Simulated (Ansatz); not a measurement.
`[CH2]1[AlH][S]1` + `[SiH3]C(Cl)(Cl)[TeH]` → `[Cl][Al]1[CH2][S]1` + `[SiH3]C(Cl)[TeH]`  (redistribution)

Calculated with Ansatz (gas phase, PBE0-D4/def2-TZVP geometries, no zero-point term in ΔE). CCSD(T)/CBS is the MP2 limit (def2-TZVPP, def2-QZVPP) plus CCSD(T) − MP2 in def2-TZVPP, frozen cores. DFT in def2-TZVPP. B3LYP here is the variant with VWN-RPA as its local correlation; programs differ in this. def2 core potentials past Kr. For Te outer-core shells are correlated without core-valence functions, which leaves a few kJ/mol of doubt a bond.

```
             level  ΔE (kcal/mol)  difference from CCSD(T)/CBS
            PBE-D4          -51.5                          3.0
         r2SCAN-D4          -55.3                         -0.8
           ωB97M-V          -54.4                          0.1
               PBE          -52.8                          1.7
             B3LYP          -56.1                         -1.6
     HF/def2-TZVPP          -61.5                         -7.0
    MP2/def2-TZVPP          -55.0                         -0.5
CCSD(T)/def2-TZVPP          -55.4                         -0.9
     HF/def2-QZVPP          -61.4                         -6.9
     MP2/CBS(def2)          -54.1                          0.4
       CCSD(T)/CBS          -54.5                            0
```

Largest T1 diagnostic among the species: 0.014.

From PBE to PBE0 (25 % exact exchange), in def2-TZVPP and without D4, ΔE moves by −2.6 kcal/mol. The D4 term adds +2.2 kcal/mol with B3LYP and +1.1 kcal/mol with PBE0; it sums over pairs of atoms, weighted by their polarisabilities, and B3LYP, whose exchange is more repulsive, gets the larger term. In def2-TZVPP, CCSD(T) changes the Hartree–Fock value by +6.1 kcal/mol (the triples alone add +1.4 kcal/mol) and MP2 by +6.5 kcal/mol.
